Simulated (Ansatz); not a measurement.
The cluster Li₇Sn₂. The state is a doublet with charge 0. Geometry B3LYP-D4/def2-SVP; atoms count from 1.

Cartesian coordinates in Å:
```
Li -0.7373 -2.5271 -1.2756
Li -0.9848 2.6345 -0.8065
Li -1.5478 -0.1080 0.2982
Li 0.5810 -0.2486 3.0636
Li 2.9063 0.0453 1.0613
Li -2.2330 0.1411 -2.6731
Li 0.5659 0.1560 -1.4446
Sn 0.8026 -1.6057 0.7472
Sn 0.6471 1.5125 1.0296
```

In the def2 sets Sn takes a core potential; there is no spin–orbit coupling. The structure comes from a short search, and lower isomers may exist.

(1) Estimate the Mulliken populations from the PBE0/def2-TZVP orbitals of Ansatz.

(2) Where does the spin sit?

(3) And the Mayer bond orders between heavy atoms (over 0.3)?

Answers

(1) 
```tsv
atom	charge (e)	spin (α − β)
Li1	0.24	0.01
Li2	0.24	0.01
Li3	0.30	0.04
Li4	0.38	0.01
Li5	0.38	0.01
Li6	-0.08	-0.03
Li7	0.29	0.04
Sn8	-0.88	0.45
Sn9	-0.88	0.45
```
Mulliken values depend strongly on the basis.

(2) Summed by element: Li 0.10, Sn 0.90, of 1 unpaired in all. Largest on single atoms: Sn9 0.45, Sn8 0.45, Li3 0.04.

(3) Li1–Sn8 0.54 (2.70 Å); Li2–Sn9 0.54 (2.70 Å); Li4–Sn8 0.40 (2.69 Å); Li4–Sn9 0.40 (2.69 Å); Li5–Sn8 0.40 (2.69 Å); Li5–Sn9 0.40 (2.69 Å); Sn8–Sn9 0.86 (3.13 Å).
